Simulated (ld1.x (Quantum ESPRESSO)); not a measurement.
# carbon: excitation energies, all-electron against PAW

```
Element                 : carbon (C)
Generator               : ld1.x (Quantum ESPRESSO) 7.5
Type                    : PAW
Functional              : PBE
Relativity              : non-relativistic
Frozen core             : [He]
Valence charge          : 4
Reference configuration : 2s2 2p2
Partial waves           : 2s (bound): rcut 1.20, rcutus 1.35 bohr; 2s channel at 0.4 Ry: rcut 1.20, rcutus 1.35 bohr; 2p (bound): rcut 2.05, rcutus 2.45 bohr; 2p channel at 0.9 Ry: rcut 2.05, rcutus 2.45 bohr; 3d channel at 0.4 Ry: rcut 2.20, rcutus 2.80 bohr; 3d channel at 3.05 Ry: rcut 2.20, rcutus 2.80 bohr
Local potential         : all-electron potential smoothed inside 1.45 bohr (lloc = -1)
Core correction         : a·sin(br)/r model core, default radius (ld1.x builds one for every PAW set, though the input has nlcc=.false.)
Augmentation charge     : BESSEL, radius 1.35 bohr
```

Energies are relative to the spin-unpolarised reference configuration 2s2 2p2; without spin polarisation the order of configurations can differ from experiment. The frozen-core shift is the all-electron ΔE with the core orbitals held at their reference shape minus the fully relaxed ΔE.

| valence configuration | charge | ΔE all-electron (eV) | error AE − PS (meV) | frozen-core shift (meV) |
| --- | --- | --- | --- | --- |
| 2s2 2p1 | +1 | 10.865 | +4.8 | +0.2 |
| 2s2 2p0 | +2 | 35.025 | +16 | +2.8 |
| 2s2 2p1.5 | +0.5 | 3.965 | +1.8 | 0.0 |
| 2s0 2p4 | 0 | 16.945 | +1.4 | +1.6 |
| 2s1 2p3 | 0 | 8.463 | +1.2 | +0.4 |

(1) What are ΔE and the potential's error for 2s1 2p2?

(2) What are ΔE and the potential's error for 2s1 2p0?

Levels in the configuration 2s1 2p0:

| level | all-electron (eV) | pseudo (eV) |
| --- | --- | --- |
| 2s | -56.080 | -56.107 |

## Answers

(1) ΔE = 19.602 eV all-electron; the error (AE − PS) is -0.4 meV.

(2) ΔE = 83.198 eV all-electron; the error (AE − PS) is +5.9 meV.
